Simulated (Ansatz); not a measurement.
Level of theory: PBE0-D4/def2-TZVP (Ansatz, a program for electronic structure). No frequencies were computed at this level.

Ansatz 0.2 input:
```yaml
crystal:
  periodic: [false, false, false]
  atoms:
    - { symbol: B, position_ang: [2.751366, -0.51676, 0.294561] }
    - { symbol: C, position_ang: [1.228946, -0.677779, 0.214801] }
    - { symbol: C, position_ang: [0.369503, 0.360091, 0.267341] }
    - { symbol: C, position_ang: [-1.081544, 0.301222, 0.198514] }
    - { symbol: C, position_ang: [-1.807818, 1.411569, 0.419824] }
    - { symbol: N, position_ang: [-1.676347, -0.929371, -0.022659] }
    - { symbol: H, position_ang: [3.220262, 0.550469, 0.402182] }
    - { symbol: H, position_ang: [3.447756, -1.456261, 0.239893] }
    - { symbol: H, position_ang: [0.802418, -1.672346, 0.126453] }
    - { symbol: H, position_ang: [0.767089, 1.360271, 0.378675] }
    - { symbol: H, position_ang: [-2.883793, 1.399036, 0.387984] }
    - { symbol: H, position_ang: [-1.339853, 2.344147, 0.67146] }
    - { symbol: H, position_ang: [-1.143998, -1.581262, -0.576214] }
    - { symbol: H, position_ang: [-2.653979, -0.893021, -0.264522] }
basis:
  gaussian: { orbitals: def2-tzvp }
hamiltonian:
  xc: pbe0
  dispersion: d4
relax:
  max_steps: 150
```

Output:

```
Functional definition: PBE0
1396 factors; their error is unknown
mean field evaluation 1: about -6427.6125 eV, gradient 6.7e1 eV
mean field evaluation 2: about -6425.4106 eV, gradient 7.2e1 eV
mean field evaluation 4: about -6437.5226 eV, gradient 5.6e0 eV
mean field evaluation 8: about -6437.5923 eV, gradient 1.7e-1 eV
mean field evaluation 16: about -6437.5853 eV, gradient 5.3e-4 eV
mean field -6437.58534941 eV, -236.5768980387 hartree, gradient 4.3e-5 eV, S^2 0.000000; 0 other end points of the search recorded, 0 dependent functions left out
reference -6437.58538505 eV, -236.5768993486 hartree; 22, 22 occupied and 212, 212 virtual orbitals, 1396 factors
relax step   1: F+E_penalty+E_count = -6437.82222690 eV  Δ(F+E_penalty+E_count) = +0.000e0 eV  max|allowed force component| = 8.980e-1 eV/Å  Δτ_max = 0.0000 Å  (31 SCF iters, accepted)
these checks for a lower state are left out or cut short: starts, cluster_reference, orbital_swaps, neighbouring_geometries, increment
1396 factors; their error is unknown
mean field -6437.61422680 eV, -236.5779592633 hartree, gradient 1.5e-5 eV, S^2 0.000000; 0 other end points of the search recorded, 0 dependent functions left out
reference -6437.61426245 eV, -236.5779605732 hartree; 22, 22 occupied and 212, 212 virtual orbitals, 1396 factors
relax step   2: F+E_penalty+E_count = -6437.85157622 eV  Δ(F+E_penalty+E_count) = -2.935e-2 eV  max|allowed force component| = 3.279e-1 eV/Å  Δτ_max = 0.0421 Å  (32 SCF iters, accepted)
these checks for a lower state are left out or cut short: starts, cluster_reference, orbital_swaps, neighbouring_geometries, increment
1396 factors; their error is unknown
mean field evaluation 32: about -6437.6161 eV, gradient 6.8e-3 eV
mean field -6437.61609376 eV, -236.5780278727 hartree, gradient 1.5e-5 eV, S^2 0.000000; 0 other end points of the search recorded, 0 dependent functions left out
reference -6437.61612945 eV, -236.5780291845 hartree; 22, 22 occupied and 212, 212 virtual orbitals, 1396 factors
relax step   3: F+E_penalty+E_count = -6437.85381889 eV  Δ(F+E_penalty+E_count) = -2.243e-3 eV  max|allowed force component| = 2.887e-1 eV/Å  Δτ_max = 0.0450 Å  (32 SCF iters, accepted)
these checks for a lower state are left out or cut short: starts, cluster_reference, orbital_swaps, neighbouring_geometries, increment
1396 factors; their error is unknown
mean field -6437.61911813 eV, -236.5781390162 hartree, gradient 1.4e-5 eV, S^2 0.000000; 0 other end points of the search recorded, 0 dependent functions left out
reference -6437.61915378 eV, -236.5781403264 hartree; 22, 22 occupied and 212, 212 virtual orbitals, 1396 factors
relax step   4: F+E_penalty+E_count = -6437.85688616 eV  Δ(F+E_penalty+E_count) = -3.067e-3 eV  max|allowed force component| = 2.757e-1 eV/Å  Δτ_max = 0.0279 Å  (33 SCF iters, accepted)
these checks for a lower state are left out or cut short: starts, cluster_reference, orbital_swaps, neighbouring_geometries, increment
1396 factors; their error is unknown
mean field -6437.62020287 eV, -236.5781788796 hartree, gradient 1.5e-5 eV, S^2 0.000000; 0 other end points of the search recorded, 0 dependent functions left out
reference -6437.62023853 eV, -236.5781801904 hartree; 22, 22 occupied and 212, 212 virtual orbitals, 1396 factors
relax step   5: F+E_penalty+E_count = -6437.85787708 eV  Δ(F+E_penalty+E_count) = -9.909e-4 eV  max|allowed force component| = 1.227e-1 eV/Å  Δτ_max = 0.0320 Å  (33 SCF iters, accepted)
these checks for a lower state are left out or cut short: starts, cluster_reference, orbital_swaps, neighbouring_geometries, increment
1396 factors; their error is unknown
mean field -6437.62180419 eV, -236.5782377274 hartree, gradient 1.5e-5 eV, S^2 0.000000; 0 other end points of the search recorded, 0 dependent functions left out
reference -6437.62183984 eV, -236.5782390372 hartree; 22, 22 occupied and 212, 212 virtual orbitals, 1396 factors
relax step   6: F+E_penalty+E_count = -6437.85952940 eV  Δ(F+E_penalty+E_count) = -1.652e-3 eV  max|allowed force component| = 2.144e-2 eV/Å  Δτ_max = 0.0267 Å  (32 SCF iters, accepted)
these checks for a lower state are left out or cut short: starts, cluster_reference, orbital_swaps, neighbouring_geometries, increment
1396 factors; their error is unknown
mean field -6437.62189086 eV, -236.5782409122 hartree, gradient 1.5e-5 eV, S^2 0.000000; 0 other end points of the search recorded, 0 dependent functions left out
reference -6437.62192651 eV, -236.5782422222 hartree; 22, 22 occupied and 212, 212 virtual orbitals, 1396 factors
relax step   7: F+E_penalty+E_count = -6437.85958658 eV  Δ(F+E_penalty+E_count) = -5.718e-5 eV  max|allowed force component| = 9.613e-3 eV/Å  Δτ_max = 0.0042 Å  (33 SCF iters, accepted)
1396 factors; their error is unknown
mean field evaluation 64: about -6437.6320 eV, gradient 3.6e-4 eV
mean field -6437.62189086 eV, -236.5782409122 hartree, gradient 1.5e-5 eV, S^2 0.000000; 1 other end points of the search recorded, 0 dependent functions left out
reference -6437.62192651 eV, -236.5782422222 hartree; 22, 22 occupied and 212, 212 virtual orbitals, 1396 factors
Total energy: -6437.85962223 eV, -236.5869773788 hartree
Atom 0 at     2.717796    -0.497445     0.288953 Å, force     0.001665     0.001293    -0.000149 eV/Å
Atom 1 at     1.211355    -0.717715     0.209660 Å, force    -0.002780     0.002660    -0.000477 eV/Å
Atom 2 at     0.360657     0.327992     0.285257 Å, force    -0.009613     0.002437     0.000771 eV/Å
Atom 3 at    -1.091898     0.285595     0.208373 Å, force     0.008221    -0.001251     0.001578 eV/Å
Atom 4 at    -1.780369     1.424077     0.410858 Å, force     0.002673    -0.002392    -0.000673 eV/Å
Atom 5 at    -1.684082    -0.943859    -0.007726 Å, force    -0.000986    -0.000815    -0.001870 eV/Å
Atom 6 at     3.134537     0.619228     0.421931 Å, force     0.000403    -0.000033     0.000166 eV/Å
Atom 7 at     3.493481    -1.406806     0.219949 Å, force     0.000588    -0.000409    -0.000339 eV/Å
Atom 8 at     0.794948    -1.718738     0.109164 Å, force    -0.000705    -0.000833     0.000538 eV/Å
Atom 9 at     0.774691     1.324395     0.413196 Å, force     0.002788    -0.000540     0.001551 eV/Å
Atom 10 at    -2.862845     1.459029     0.372656 Å, force     0.000258    -0.000959    -0.000196 eV/Å
Atom 11 at    -1.255196     2.337990     0.648613 Å, force     0.000397     0.000068    -0.001647 eV/Å
Atom 12 at    -1.155393    -1.580839    -0.581014 Å, force    -0.001896     0.001368    -0.000304 eV/Å
Atom 13 at    -2.657675    -0.912899    -0.261576 Å, force    -0.001014    -0.000594     0.001051 eV/Å
Dipole moment:    -0.513880    -0.033622    -0.222142 e Å
```

Cost: very roughly 110 core-seconds.
